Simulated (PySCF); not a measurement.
AlH₂Cl, SMILES [Cl][AlH2].

Geometry: B3LYP-D3(BJ)/def2-TZVP.

Vertical ionisation energy (IE) and electron affinity (EA) in eV. Rows of orbital energies are one-electron estimates. Where ΔSCF, EOM or ADC give a negative EA the extra electron is unbound and the value depends on the basis.

| level | IE | EA |
|---|---|---|
| −ε(HOMO), −ε(LUMO), r2SCAN/def2-TZVPD (PySCF) | 7.63 | 2.07 |
| −ε(HOMO), −ε(LUMO), B3LYP/def2-TZVPD (PySCF) | 8.40 | 1.90 |
| EOM-CCSD/aug-cc-pVDZ (PySCF) | 11.20 | 0.03 |
| ADC(2)/aug-cc-pVDZ (PySCF) | [?] | [?] |

### Question
Some entries are withheld; supply them. (Estimate from the structure and the level; the computed values follow.)

### Answer

- ADC(2)/aug-cc-pVDZ (PySCF), IE: 10.99
- ADC(2)/aug-cc-pVDZ (PySCF), EA: 0.02

### Question
Beyond the first one, list the lowest photoelectron lines from PySCF with ADC(2)/aug-cc-pVDZ with their pole strengths (two spins summed). (The exact figures need the calculation; the answer reports its results.)

### Answer
11.74 eV (1.81), 12.40 eV (1.84), 12.52 eV (1.83), 15.26 eV (1.83).
